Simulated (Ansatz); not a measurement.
BeMeI (CH3BeI), relaxed as a singlet with RKS r2SCAN-D4/def2-TZVP in Ansatz, starting from the GFN2-xTB geometry. Force threshold 0.02 eV/Å.

In the def2 sets I takes a core potential; there is no spin–orbit coupling.

Start:

Cartesian coordinates in Å:
```
Be -0.3057 0.7250 -0.6148
C 0.2304 -0.5208 0.4336
H 1.0816 -1.0913 0.0627
H -0.5288 -1.2737 0.6483
H 0.5475 -0.1683 1.4157
I -1.0252 2.3291 -1.9455
```

Problem. Estimate the energy that the relaxation releases and the steps that it takes.

Solution. 0.04 eV, in 4 steps; 6 s on 4 threads of Arm Neoverse V1 on a shared host. No frequencies were taken in this run, so the end may be a saddle point.

Problem. Does the start keep its bonding?

Solution. By distances, no bond broke or formed. The bond that changes most is Be1–C2, from 1.71 to 1.67 Å (atoms count from 1).

Problem. Predict the relaxed structure.

Solution. 
```xyz
6

Be   -0.301    0.694   -0.583
C     0.228   -0.521    0.436
H     1.083   -1.063    0.020
H    -0.555   -1.262    0.628
H     0.542   -0.130    1.409
I    -0.997    2.281   -1.911
```
Bond lengths: 1 × Be–C 1.67 Å; 1 × Be–I 2.18 Å; 3 × C–H 1.10 Å.
